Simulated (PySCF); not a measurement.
**Spin states of MgBi**

Unrestricted PBE0; PySCF, scalar-relativistic core potentials, basis sets Mg cc-pVDZ, Bi cc-pVDZ-PP with ECP60. Outer shells of the fragments: Mg 3s2; Bi 5d10 6s2 6p3.

Followed along the bond (rough minima from three points):

| 2Ms+1 | unpaired | ⟨S²⟩ at the start | R at minimum (Å) | Te (eV) |
| --- | --- | --- | --- | --- |
| 4 | σ ↑, π ↑↑ | 3.76 | 2.97 | 0.00 |
| 2 | σ ↓, π ↑↑ | 1.76 | 2.89 | 0.22 |
| 2 | σ ↑, π ↑↓ | 1.76 | 2.91 | 0.42 |
| 2 | π ↑ | 0.82 | 2.67 | 0.46 |
| 2 | σ ↑ | 0.76 | 2.89 | 1.26 |

Solutions found at the starting distance of 2.815 Å, counted from the lowest of them; the search is not exhaustive and high or unbound solutions are not listed, so other states can lie among these:

| 2Ms+1 | unpaired | term | E (eV) | ⟨S²⟩ | ⟨Lz²⟩ | μ (D) |
| --- | --- | --- | --- | --- | --- | --- |
| 4 | σ ↑, π ↑↑ | ⁴Σ⁻ | 0.00 | 3.76 | 0.00 | -0.67 |
| 2 | σ ↓, π ↑↑ | mixed | 0.20 | 1.76 | 0.00 | -1.00 |
| 2 | σ ↑, π ↑↓ | mixed | 0.41 | 1.76 | 2.01 | -0.81 |
| 2 | π ↑ | ²Π | 0.49 | 0.82 | 1.01 | -4.16 |
| 2 | σ ↑ | mixed | 1.25 | 0.76 | 2.00 | -0.64 |
| 4 | σ ↑↑, π ↑ | ⁴Π | 1.85 | 3.76 | 1.02 | -2.56 |
| 4 | π ↑↑↑ | ⁴Π | 2.32 | 3.76 | 1.00 | -0.28 |
| 2 | π ↑ | ²Π | 2.77 | 0.75 | 1.00 | 4.91 |

A term symbol is given only where ⟨S²⟩ and ⟨Lz²⟩ are close to those of a pure state; real π, δ and φ orbitals otherwise mix terms. A positive dipole means Mg(−)Bi(+).

These are scalar-relativistic numbers at best; spin–orbit coupling would shift them, the dissociation energy most. Counting both spins, an empty level lies below a filled one in some of these solutions, because spin and occupation are held.
